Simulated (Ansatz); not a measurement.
Compare A (`CC/C=C\C(C)(C)C`) with its isomer B (`CCC1CCCCC1`).

Calculated with Ansatz (gas phase, PBE0-D4/def2-TZVP geometries, no zero-point term in ΔE). CCSD(T)/CBS adds triple-zeta CCSD(T) − MP2 to the extrapolated MP2 energy (def2 sets, frozen cores). DFT in def2-TZVPP. B3LYP here is the variant with VWN-RPA as its local correlation; programs differ in this. One conformer a species, not always the lowest.

A:

```xyz
24

C    -1.592    0.798    2.538
C    -0.942   -0.382    1.823
C    -1.468   -0.550    0.434
C    -0.839   -0.432   -0.733
C     0.614   -0.107   -1.024
C     0.787   -0.027   -2.541
C     1.536   -1.208   -0.493
C     1.011    1.246   -0.428
H    -1.247    0.873    3.572
H    -1.356    1.737    2.030
H    -2.680    0.697    2.553
H    -1.153   -1.298    2.388
H     0.142   -0.264    1.829
H    -2.531   -0.784    0.389
H    -1.450   -0.592   -1.619
H     1.823    0.204   -2.801
H     0.149    0.752   -2.967
H     0.523   -0.976   -3.016
H     2.576   -0.991   -0.755
H     1.475   -1.304    0.592
H     1.272   -2.176   -0.927
H     0.360    2.040   -0.803
H     0.949    1.252    0.661
H     2.041    1.493   -0.704
```

B:

Z-matrix (Å, degrees):
```
C
C 1 1.520
H 1 1.094 2 111.0
H 1 1.092 2 112.0 3 120.3
H 1 1.092 2 111.1 3 -119.7
C 2 1.524 1 114.7 3 -56.4
H 2 1.097 1 109.7 3 -179.0
H 2 1.096 1 109.1 3 65.4
C 6 1.525 2 110.8 1 172.6
C 6 1.526 2 112.7 1 -63.7
H 6 1.101 2 107.8 1 55.0
C 9 1.522 6 112.5 2 179.9
H 9 1.095 6 109.7 2 -57.0
H 9 1.099 6 108.6 2 58.9
C 10 1.523 6 112.2 2 -178.6
H 10 1.099 6 108.5 2 -57.7
H 10 1.094 6 110.4 2 58.6
C 12 1.522 9 111.3 6 -55.5
H 12 1.094 9 110.2 6 -178.4
H 12 1.097 9 109.2 6 65.0
H 15 1.097 10 109.1 6 -65.2
H 15 1.094 10 110.1 6 178.3
H 18 1.097 12 109.2 9 -65.6
H 18 1.094 12 110.4 9 177.6
```

Which is lower in electronic energy at CCSD(T)/CBS, and by how much? (Estimate.)

Ansatz gave: B, by 88.7 kJ/mol.

Give E(B) − E(A) in kJ/mol with CCSD/def2-TZVPP, MP2/def2-TZVPP, ωB97M-V, B3LYP, PBE-D4, B2PLYP, r2SCAN-D4. (Estimate.)

The calculation gave: CCSD/def2-TZVPP -92.0, MP2/def2-TZVPP -93.1, ωB97M-V -93.3, B3LYP -77.3, PBE-D4 -89.7, B2PLYP -82.5, r2SCAN-D4 -91.9. None reverses the order clearly.

Largest T1 diagnostic: 0.009.

From PBE to PBE0 (25 % exact exchange), in def2-TZVPP and without D4, E(B) − E(A) moves by −14.4 kJ/mol.
